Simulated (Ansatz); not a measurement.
Consider the homolysis of the C–Ga bond: `[CH3][GaH][Cl]` → `[CH3]`• + `[Cl][GaH]`•.

Isolated molecules relaxed with PBE0-D4/def2-TZVP in Ansatz; ΔE leaves out vibrations. CBS: MP2 limit from def2 TZ/QZ plus the TZ coupled-cluster correction, frozen cores. This one scheme is used for every species. Functionals use def2-TZVPP. Open shells (•) are unrestricted, without spin–orbit coupling. For Ga outer-core shells are correlated without core-valence functions, which leaves a few kJ/mol of doubt a bond. Scalar relativity is left out up to krypton.

CCSD(T)/CBS gives +347.0 kJ/mol.

**Question.** Another level gave +334.4 kJ/mol. Which?
A. CCSD(T)/def2-TZVPP
B. BHLYP/def2-TZVPP
C. revPBE/def2-TZVPP
D. LC-ωPBE/def2-TZVPP

**Answer.** A. CCSD(T)/def2-TZVPP 334.4, LC-ωPBE 327.9, BHLYP 302.1, revPBE 296.8 kJ/mol.

Largest T1 diagnostic among the species: 0.015.

Leaving LDA and LC-ωPBE aside and taking each functional with its dispersion term where it has one, the values, not all of them listed here, spread over 36.0 kJ/mol, from BLYP-D4 to ωB97X-V. LDA lies +64.0 kJ/mol from PBE without D4, its usual overbinding. At CCSD(T), def2-SVP lies −24.5 kJ/mol from the extrapolated value and def2-TZVPP −12.5 kJ/mol: correlation converges slowly with the basis, and small sets miss more of it in the bonded molecule than in its fragments.
